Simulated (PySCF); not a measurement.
Structure problem from calculated spectra and properties.

Formula: C5H6O2.

- 1H NMR: chemical shifts (computed TMS as zero) by class: 7.33 (1 H), 7.00 (1 H), 6.45 (1 H), 3.83 (3 H) ppm [GIAO PBE0/pcSseg-1]
- Dipole: 1.06 D [PBE0/pcSseg-1]
- NMR, other nuclei: isotropic shieldings of nuclei other than C and H, by class: 66 (1 O), 262 (1 O) ppm [GIAO PBE0/pcSseg-1]
- Rotational structure: rotational constants A, B, C: 7.696, 2.036, 1.627 GHz [GFN2-xTB]
- 13C NMR: chemical shifts (computed TMS as zero) by class: 159.6 (1 C), 146.6 (1 C), 125.2 (1 C), 110.8 (1 C), 58.4 (1 C) ppm [GIAO PBE0/pcSseg-1]

Electronic properties: PySCF, gas phase, density fitting. Levels stand in brackets. Geometry: GFN2-xTB, one conformer, isolated molecule. NMR classes are plain means over equivalent atoms (diastereotopic ones count apart unless rotation or inversion swaps them), as if these changed places fast.

Q: Propose a structure and show how it fits.

A: Numbering: `[CH3:1][O:2][c:3]1[cH:4][cH:5][o:6][cH:7]1`. Its formula, C5H6O2, gives 3 degrees of unsaturation: 1 ring and 2 π bonds in the structure found (Kekulé form). 5 carbons fall into 5 classes; from least to most shielded: aromatic carbon bearing oxygen [C3] (159.6 ppm), aromatic CH next to a ring oxygen [C5] (146.6 ppm), aromatic CH next to a ring oxygen [C7] (125.2 ppm), aromatic CH carbon [C4] (110.8 ppm), methoxy carbon [C1] (58.4 ppm). Hydrogen classes from least to most shielded: 1 H on an aromatic CH next to a ring oxygen, C5 (7.33 ppm), 1 H on an aromatic CH next to a ring oxygen, C7 (7.00 ppm), 1 H on an aromatic CH carbon, C4 (6.45 ppm), 3 H on a methoxy carbon, C1 (3.83 ppm, a mean of values up to 0.6 ppm apart in this geometry). The other shieldings belong to: 66 ppm, furan-type oxygen [O6]; 262 ppm, aryl ether oxygen [O2]. By its constants the optimised geometry is an asymmetric top. Structure: `COC1=COC=C1`. Computed isomers that give other values at the same levels: `O=C(O)C1=CCC1` (13C chemical shifts (computed TMS as zero) by class: 165.8 (1 C), 162.2 (1 C), 145.2 (1 C), 32.0 (1 C), 29.0 (1 C) ppm); `O=C(O)[C@@H]1C=CC1` (rotational constant A: 5.878 GHz; this holds for the one conformer computed); `C[C@H]1C=CC(=O)O1` (13C chemical shifts (computed TMS as zero) by class: 175.5 (1 C), 164.9 (1 C), 131.2 (1 C), 81.7 (1 C), 22.6 (1 C) ppm). The assignments are read from this structure; whether some other isomer fits the data as well wasn't checked.

Shape of the structure used: `[CH3:1][O:2][c:3]1[cH:4][cH:5][o:6][cH:7]1`: C1–O2–C3–C4 -178°.
